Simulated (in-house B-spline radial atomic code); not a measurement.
Results of a calculation; reference values are marked as such.
## Correlation energy from the adiabatic connection: −Z/r, Z = 1.87, wall at 1.96 bohr

Two electrons in a singlet, external potential −Z/r, Z = 1.87, wall at 1.96 bohr (atomic units). Full CI in B-splines (partial waves to l = 8, correlation up to 0.6 % small) with the density held fixed gives W(λ) = <V_ee>_λ − U, and E_c is the integral of W(λ) − W(0) from 0 to 1.

```csv
λ,W(λ) − W(0) (hartree)
0,0.00000
0.02,-0.00186
0.05,-0.00462
0.12,-0.01094
0.25,-0.02224
0.4,-0.03461
0.6,-0.05007
0.8,-0.06446
1,-0.07789
```

(1) Integrate the table by the trapezoid rule.

(2) Now use only three numbers: W(0) = -1.2146, the initial slope W'(0) = -0.09336 (extrapolated from the first points) and the strong-coupling limit of the point-charge-plus-continuum model, W∞ = -1.5312. What do second-order theory and the interpolation W(λ) = W∞ + (W(0) − W∞)/√(1 + 2χλ) of Seidl, Perdew and Levy give?

Answers

(1) The strips give -0.00002, -0.00010, -0.00054, -0.00216, -0.00426, -0.00847, -0.01145, -0.01423, which sum to -0.04124 hartree. The direct value, W(1) − W(0) + T_c with T_c = 0.03658, is -0.04130; the curve is convex, so chords lie above it and the trapezoids fall short in size by 0.16 %.

(2) Second order keeps the slope alone: E_c = W'(0)/2 = -0.04668, +13 % in size against -0.04130. Matching the slope fixes χ = W'(0)/(W∞ − W(0)) = -0.09336/(-0.31660) = 0.29488. Integrating, with s = √(1 + 2χ) = 1.260859, E_c = −(W(0) − W∞)(s − 1)/(s + 1) = −0.31660 × 0.260859/2.260859 = -0.03653 hartree, -11.6 % in size against the full result. At λ = 1 the formula gives W − W(0) = -0.06550 against -0.07789. Part of the miss can come from the model's W∞.
